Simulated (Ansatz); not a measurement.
Isolated molecules relaxed with PBE0-D4/def2-TZVP in Ansatz; ΔE leaves out vibrations. CCSD(T)/CBS is the MP2 limit (def2-TZVPP, def2-QZVPP) plus CCSD(T) − MP2 in def2-TZVPP, frozen cores. This one scheme is used for every species, atoms too. Functionals use def2-TZVPP. B3LYP here is the variant with VWN-RPA as its local correlation; programs differ in this. No spin–orbit coupling; open shells (•) take unrestricted orbitals. Spin–orbit coupling would lower the free atoms: a little for C, F, S, Si. One conformer a species, not always the lowest.

Consider the atomization: `FC([SiH3])S` → C• + F• + 5 H• + S• + Si•.

(1) What is ΔE at CCSD(T)/CBS? (Best estimate.)

(2) What do these levels give: r2SCAN-D4, BLYP, B3LYP, CCSD/def2-SVP, CCSD/def2-TZVPP, HF/CBS(def2)? (Estimate.)

Largest T1 diagnostic among the species: 0.012.

## Answers

(1) Ansatz gave: +29.87 eV.

(2) The calculation gave: r2SCAN-D4 29.91, BLYP 29.29, B3LYP 29.46, CCSD/def2-SVP 27.50, CCSD/def2-TZVPP 28.56, HF/CBS(def2) 21.47 eV.

Leaving LDA and LC-ωPBE aside and taking each functional with its dispersion term where it has one, the values, not all of them listed here, spread over 1.32 eV, from BHLYP-D4 to PBE-D4. LDA lies +4.23 eV from PBE without D4, its usual overbinding. From BLYP to BHLYP (50 % exact exchange), in def2-TZVPP and without D4, ΔE moves by −0.59 eV: exact exchange takes away binding that semilocal exchange gives to molecules. The D4 term adds +0.31 eV with B3LYP and +0.16 eV with PBE0; it sums over pairs of atoms, weighted by their polarisabilities, and B3LYP, whose exchange is more repulsive, gets the larger term.

For atomizations the MP2-based limit and the directly extrapolated one differ by several kJ/mol either way, and by 10 to 25 for some Ge, Se and Sn compounds, so smaller differences from it don't rank the levels.
